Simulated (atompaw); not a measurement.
# Before and after: PAW (atompaw) potential for Mg

| Property | Result |
| --- | --- |
| Element | Mg |
| Generator | atompaw 4.2.0.5 |
| Type | PAW |
| Functional | PBE |
| Relativity | non-relativistic |
| Frozen core | [Ne] |
| Valence charge | 2 |
| Reference configuration | 3s2 3p0 |
| Partial waves | 3s (bound): rc 3.00 bohr; 3s channel at 4.8 Ry: rc 2.45 bohr; 3p (bound, empty): rc 3.00 bohr; 3p channel at 0.6 Ry: rc 3.00 bohr; 3d channel at 0.4 Ry: rc 3.00 bohr |
| Local potential | ultrasoft scheme with l = 3 at 0.5 Ry, radius 1.95 bohr |
| Core correction | smooth core density matched at 1.70 bohr |
| Augmentation charge | gaussian compensation charge, radius 3.00 bohr; PAW radius 3.00 bohr; waves and projectors: custom rrkj gramschmidtortho |

Change: wave 3s (bound): rc 3.00 bohr becomes 3s (bound): rc 1.76 bohr.

Cutoffs: the cutoffs (Ry, on a coarse ladder) from which the occupation-weighted sum of valence levels, in a spherical-Bessel basis at the reference potential, stays within 10 and 1 mRy of its value at 400 Ry; they do not see the model core or the augmentation charge, which bear on the density cutoff.

Task: What does the change do?

Result: The potential gets harder (6 Ry and 6 Ry → 35 Ry and 50 Ry); a bound ghost appears in s, which as a rule spoils a file.

```csv
quantity,base,changed
"cutoff, loose",6 Ry,35 Ry
"cutoff, tight",6 Ry,50 Ry
bound ghosts,none,s
s: phases at 3.00 bohr within 0.05 rad from the reference energy up to (Ry; the scan ends near 5),2.4,2.5
p: phases at 3.00 bohr within 0.05 rad from the reference energy up to (Ry; the scan ends near 5),2.8,2.8
d: phases at 3.00 bohr within 0.05 rad from the reference energy up to (Ry; the scan ends near 5),2.6,2.6
lowest overlap eigenvalue by channel,"s 0.66, p 0.79, d 1.00","s 0.16, p 0.79, d 1.00"
```

 A true bound ghost makes a file unfit for plane-wave use even where its test errors are small: the radial tests pick states by their node count and pass the ghost by. The cutoffs see the waves, projectors and local potential, not the compensation charge or the core.
